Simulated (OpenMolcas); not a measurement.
N⁺: CASPT2 settings compared

```json
{"Program": "OpenMolcas 26.06", "Basis": "ANO-L-VDZP [3s2p1d]", "Scalar Hamiltonian": "non-relativistic, point nucleus", "Active space": "4 electrons in 4 orbitals (2s 2p)", "State averaging": "2S+1 = 3 even, 3 roots; 2S+1 = 1 even, 6 roots; 2S+1 = 5 odd, 1 root; 2S+1 = 3 odd, 9 roots; 2S+1 = 1 odd, 8 roots", "Spin-orbit coupling": "RASSI with atomic mean-field integrals over the reference wave functions, term energies averaged over their components"}
```

Methods on the same reference wave functions:
A. CASSCF
B. SS-CASPT2, IPEA 0.2 Eh, no level shift (closed shells correlated: 1s)
C. XMS-CASPT2, IPEA 0.3 Eh, no level shift (closed shells correlated: 1s)

Energies in cm-1 above 2s2 2p2 3P0, the measured ground level; measured values from NIST Handbook of Basic Atomic Spectroscopic Data.

```tsv
Level	A	B	C	Measured
2s2 2p2 3P0	0.0	0.0	0.0	0.0
2s2 2p2 3P1	45.2	45.2	45.2	48.7
2s2 2p2 3P2	134	134	134	131
2s2 2p2 1D2	17715	16690	16700	15316
2s2 2p2 1S0	30829	33750	34050	32689
2s 2p3 5S* 2	36087	42390	42670	46785
2s 2p3 3D* 2	95660	91550	92020	92250
2s 2p3 3D* 1	95660	91550	92020	92251
2s 2p3 3D* 3	95660	91550	92020	92236
2s 2p3 3P* 0	113017	110830	111270	109223
2s 2p3 3P* 1	113017	110830	111270	109216
2s 2p3 3P* 2	113018	110830	111270	109217
2s 2p3 1D* 2	160469	149880	150710	144188
2s 2p3 3S* 1	167546	160110	159790	155127
2s 2p3 1P* 1	177536	168850	169430	166766
```

Deviations, from unrounded energies. A percentage is the sum of absolute deviations over the sum of measured energies, with the sign that they share, or ± where signs differ.

```tsv
Against measurement	Levels	A	B	C
mean absolute deviation (cm-1)	14	5400	1900	2000
fine structure of the ground term (%)	2	±3.9	±3.9	±3.9
other terms of the ground configuration (%)	2	±8.9	+5.1	+5.7
other configurations (%)	10	±6.4	±2.2	±2.2
```

B, C lie about equally close to measurement and A furthest from it. The largest miss of B in the table is 2s 2p3 1D* 2, by +5700 cm-1. The ranking rests on the paired levels alone, and a cruder setting can come out closer through cancelling errors.

Between B and C the level of the table that moves most is 2s 2p3 1D* 2, by 830 cm-1 (lowest in B, highest in C). Moves below CASPT2's spread within the term are not significant.

The mean deviations of B to C differ by less than CASPT2's widest spread within a term (970 cm-1), so their order carries little weight.

From A to B the spin-free energies of the other terms of 2s2 2p2 shown, above 3P, scale by factors of 0.94 to 1.10.

The lowest spin-free term lies below A's lowest term by 0.045 hartree in B, 0.046 hartree in C.

Term energies are means over components that CASPT2 splits; among the terms shown or strongly mixed into the levels shown the widest spread is 970 cm-1 (2s 2p3 1D*, C). Without dynamic correlation excited terms often stand tens of per cent too high (terms of higher spin than the ground term too low), and those without a measured partner can miss by more than the paired ones (holds for A). Measured partners are found by configuration, term and J. A level has none where our copy of the source lacks it or the pairing is in doubt (some pairs that miss far off the trend of their configuration count as doubtful), and it then counts in no deviation. Levels of configurations outside the active space are missing.

* marks odd parity.
